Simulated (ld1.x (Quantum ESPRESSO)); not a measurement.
## u(r) = r·R(r): atom against pseudo-atom (sulfur (S))

Columns: radius, all-electron u(r) and pseudo u(r) of the 3s shell (level -39.26 eV) of sulfur in the configuration [Ne] 3s2 3p2; LDA (PZ), non-relativistic, TM scheme, ld1.x (Quantum ESPRESSO) 7.5.

```csv
r (bohr),all-electron,pseudo
0.053,0.2374,0.0661
0.105,0.1012,0.1270
0.158,-0.1142,0.1815
0.210,-0.2907,0.2245
0.262,-0.4003,0.2558
0.315,-0.4426,0.2755
0.368,-0.4264,0.2851
0.420,-0.3677,0.2879
0.473,-0.2781,0.2882
0.525,-0.1718,0.2901
0.578,-0.0539,0.2975
0.630,0.0643,0.3134
0.683,0.1824,0.3411
0.735,0.2924,0.3816
0.788,0.3962,0.4367
0.840,0.4884,0.5021
0.893,0.5719,0.5744
0.945,0.6431,0.6433
0.998,0.7050,0.7050
1.050,0.7556,0.7556
1.102,0.7966,0.7966
1.155,0.8291,0.8291
1.208,0.8532,0.8532
1.260,0.8691,0.8691
1.313,0.8784,0.8784
1.365,0.8815,0.8815
```

(1) How many radial nodes do the two functions have?

(2) At about which radius was the pseudo-wave matched?

(3) Is the pseudo-wave norm-conserving?

## Answers

(1) The all-electron 3s function has n − l − 1 = 2; the pseudo-wave has 0, since the states of the same l below it are removed with the core.

(2) 1.00 bohr. The columns agree to 0.0005 from 0.94 bohr on; several derivatives are matched, so the curves merge somewhat inside the radius.

(3) Yes: the TM scheme keeps the norm inside the radius equal to the all-electron one, which fixes the energy derivative of the logarithmic derivative at the level.
